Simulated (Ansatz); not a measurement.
Geometry optimisation, Ansatz 0.2.0, RKS B3LYP-D4/def2-SVP.

The input (input.yaml):

```yaml
crystal:
  periodic: [false, false, false]
  atoms:
    - { symbol: B, position_ang: [-0.5432, 0.3985, -0.5866] }
    - { symbol: Si, position_ang: [1.4824, -0.5828, -0.2081] }
    - { symbol: S, position_ang: [-0.9713, 1.0145, -2.1256] }
    - { symbol: H, position_ang: [0.4914, 0.7291, -1.1089] }
    - { symbol: C, position_ang: [-1.3337, 0.2784, 0.779] }
    - { symbol: H, position_ang: [0.9818, -1.9399, -0.0178] }
    - { symbol: H, position_ang: [2.5789, -0.6061, -1.1696] }
    - { symbol: H, position_ang: [1.9316, -0.0123, 1.0564] }
    - { symbol: H, position_ang: [-2.3012, 0.7753, 0.729] }
    - { symbol: H, position_ang: [-1.5306, -0.7625, 1.036] }
    - { symbol: H, position_ang: [-0.786, 0.7078, 1.6161] }
basis:
  gaussian: { orbitals: def2-SVP }
hamiltonian:
  xc: b3lyp
  dispersion: d4
relax:
  f_tol: 0.15
  max_steps: 25
  restrain:
    - { distance: [3, 1], at: 2.72, k: 30.0 }
    - { distance: [0, 1], at: 1.95, k: 30.0 }
    - { distance: [3, 2], at: 1.36, k: 30.0 }
```

Run as:

```bash
$ ansatz run input.yaml --threads 2 --pin off --max-ram 3072MiB --backend cpu --events-out ev --progress --plain --runs-dir out
```

Problem. Where does it end, and by what steps?

Solution. The run converged. The restraints hold the end off the free minimum. After 12 steps the energy has fallen by 2.049 eV (the restraints' own energy left out); H4 moved furthest, 1.17 Å. Parted: B1–H4 (1.21 → 2.33 Å). Joined: S3–H4 (1.80 → 1.36 Å).

```
step  energy less start (eV)  largest force component (eV/Å)  accepted
   0                  0.0000                           2.053       yes
   1                  0.1879                           2.560       yes
   2                 -0.0019                           2.467       yes
   3                 -0.3847                           1.728       yes
   4                 -0.8402                           1.968       yes
   5                 -1.1695                           1.551       yes
   6                 -1.4945                           1.158       yes
   7                 -1.7912                           0.945       yes
   8                 -1.9725                           0.700       yes
   9                 -2.0388                           0.709       yes
  10                 -2.0450                           0.703       yes
  11                 -2.0456                           0.772       yes
  12                 -2.0495                           0.715       yes
```

```xyz
11
Properties=species:S:1:pos:R:3
B -0.359 0.273 -0.210
Si 1.403 -0.607 -0.091
S -0.654 1.105 -1.768
H 0.573 0.816 -2.272
C -1.466 0.266 0.905
H 1.256 -2.096 -0.184
H 2.291 -0.184 -1.221
H 2.133 -0.330 1.186
H -2.421 0.731 0.614
H -1.669 -0.767 1.240
H -1.087 0.793 1.801
```

Time of the run: 39 s on 2 threads of Arm Neoverse V1, with other jobs on the host, peak memory 0.2 GiB.
